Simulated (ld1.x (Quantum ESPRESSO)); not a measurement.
## Varying the PAW potential for Ta (Z = 73)

Base potential:

* Element: Ta (Z = 73)
* Generator: ld1.x (Quantum ESPRESSO) 7.5
* Type: PAW
* Functional: PBE
* Relativity: scalar-relativistic
* Frozen core: [Kr] 4d10 4f14
* Valence charge: 13
* Reference configuration: 5s2 5p6 5d3 6s2 6p0
* Partial waves: 5s (bound): rcut 1.50, rcutus 1.60 bohr; 6s (bound): rcut 1.50, rcutus 1.60 bohr; 5p (bound): rcut 1.70, rcutus 2.10 bohr; 6p (bound, empty): rcut 1.70, rcutus 2.10 bohr; 5d (bound): rcut 1.90, rcutus 2.35 bohr; 5d channel at 0.15 Ry: rcut 1.90, rcutus 2.35 bohr; 5f channel at -0.2 Ry: rcut 1.65, rcutus 2.05 bohr; 5f channel at 1.6 Ry: rcut 1.65, rcutus 2.05 bohr
* Local potential: all-electron potential smoothed inside 1.50 bohr (lloc = -1)
* Core correction: Bessel-smoothed model core inside 0.80 bohr
* Augmentation charge: BESSEL, radius 1.20 bohr

All-electron outer shells of the reference configuration (PBE, scalar-relativistic, ld1.x):

```csv
shell,level (eV),outermost node (bohr),outermost maximum (bohr)
4d,-222.19,0.22,0.46
5s,-73.00,0.54,0.98
5p,-39.40,0.58,1.13
4f,-24.70,–,0.44
6s,-5.44,1.32,2.78
5d,-3.59,0.65,1.58
6p,-1.39,1.60,3.89
```

Cutoffs, loose and tight: the cutoffs (Ry, on a coarse ladder) from which the occupation-weighted sum of valence levels, in a spherical-Bessel basis at the reference potential, stays within 10 and 1 mRy of its value at 400 Ry. They do not see the model core or the augmentation charge, which bear on the density cutoff. Test errors are all-electron minus pseudo excitation energies from the reference, over the configurations 5s2 5p6 5d3 6s1 6p0; 5s2 5p6 5d3 6s0 6p0; 5s2 5p6 5d2 6s0 6p0; 5s2 5p6 5d3 6s1.5 6p0; 5s2 5p6 5d3.5 6s1.5 6p0; 5s2 5p6 5d4 6s1 6p0; 5s2 5p5 5d3 6s2 6p0. A dash means not determined; rows that change the core or the reference have their own tests.

A true bound ghost makes a file unfit for plane-wave use even where its test errors are small: the radial tests pick states by their node count and pass the ghost by.

Cutoffs are not given where the Bessel-basis levels miss the radial ones by over 6 mRy, ghosts where they miss by over 20 mRy; a channel whose overlap is not positive is not tested.

A file whose overlap is not positive is unfit for use, and its test errors describe a broken file.

```tsv
change	outcome	bound ghosts	largest test error (meV)
base	generated, overlap not positive	f (p not tested, overlap not positive)	-104
waves 5d (bound): rcut 1.44, rcutus 1.52 bohr; 5d channel at 0.15 Ry: rcut 1.44, rcutus 1.52 bohr	generated, overlap not positive	f (p not tested, overlap not positive)	-99
waves 5d (bound): rcut 1.86, rcutus 1.98 bohr; 5d channel at 0.15 Ry: rcut 1.86, rcutus 1.98 bohr	generated, overlap not positive	f (p not tested, overlap not positive)	-105
waves 5d (bound): rcut 1.90, rcutus 2.16 bohr; 5d channel at 0.15 Ry: rcut 1.90, rcutus 2.16 bohr	generated, overlap not positive	f (p not tested, overlap not positive)	-106
waves 5d (bound): rcut 1.90, rcutus 2.54 bohr; 5d channel at 0.15 Ry: rcut 1.90, rcutus 2.54 bohr	generated, overlap not positive	f (p not tested, overlap not positive)	-100
```

Q: What comes out with this change to the base: waves 5d (bound): rcut 1.90, rcutus 3.50 bohr; 5d channel at 0.15 Ry: rcut 1.90, rcutus 3.50 bohr?

A: outcome: generated, overlap not positive; bound ghosts: f (p, d not tested, overlap not positive); largest test error (meV): test run stopped at test 1 of 7 (negative rho). A file whose overlap is not positive is unfit for use, and its test errors describe a broken file.

Q: What comes out with this change to the base: waves 5d (bound): rcut 1.90, rcutus 2.82 bohr; 5d channel at 0.15 Ry: rcut 1.90, rcutus 2.82 bohr?

A: outcome: generated, overlap not positive; bound ghosts: d, f (p not tested, overlap not positive); largest test error (meV): -116. A file whose overlap is not positive is unfit for use, and its test errors describe a broken file.

Q: What comes out with this change to the base: waves 5d (bound): rcut 1.90, rcutus 3.10 bohr; 5d channel at 0.15 Ry: rcut 1.90, rcutus 3.10 bohr?

A: outcome: generated, overlap not positive; bound ghosts: f, d (p not tested, overlap not positive); largest test error (meV): -155. A file whose overlap is not positive is unfit for use, and its test errors describe a broken file.

Reading the sweep of the d radius (base included, trends over the rows without a ghost): Bound ghosts are found at 1.52, 1.98, 2.16, 2.35, 2.54, 2.82, 3.1, 3.5 bohr. Every judged row has one, so this setting neither creates nor removes them.
